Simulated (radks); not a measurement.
Results of a calculation; reference values are marked as such.
Question: The mean radii <r> (bohr) of the occupied orbitals of an atom or ion are listed with their occupations. Code: a radial shooting solver on a logarithmic mesh with Libxc functionals. Model: Dirac Kohn-Sham, PBE, spin-unpolarised, spherical densities, finite nucleus; Fermi nuclear charge, rms radius of each element as measured or else 0.836 A^(1/3) + 0.57 fm.

| orbital | occ. | <r> |
|---|---|---|
| 1s1/2 | 2 | 0.03609 |
| 2s1/2 | 2 | 0.1577 |
| 2p1/2 | 2 | 0.1346 |
| 2p3/2 | 4 | 0.1391 |
| 3s1/2 | 2 | 0.4427 |
| 3p1/2 | 2 | 0.4382 |
| 3p3/2 | 4 | 0.4487 |
| 3d3/2 | 4 | 0.4301 |
| 3d5/2 | 6 | 0.4336 |
| 4s1/2 | 2 | 1.123 |
| 4p1/2 | 2 | 1.212 |
| 4p3/2 | 4 | 1.236 |

Name the element and its charge. Open shells, if any, are shared by 2j + 1.

Answer: Z = 41, niobium, charge +5: Nb5+ in [Kr]. The 1s radius gives Z: for a bare nucleus <r> = (2 gamma + 1)/(2Z) with gamma = sqrt(1 - (Z/c)^2), 0.03547 bohr for Z = 41, and screening makes it slightly larger (0.03609 here). The occupations add up to 36, and the charge is Z minus that.
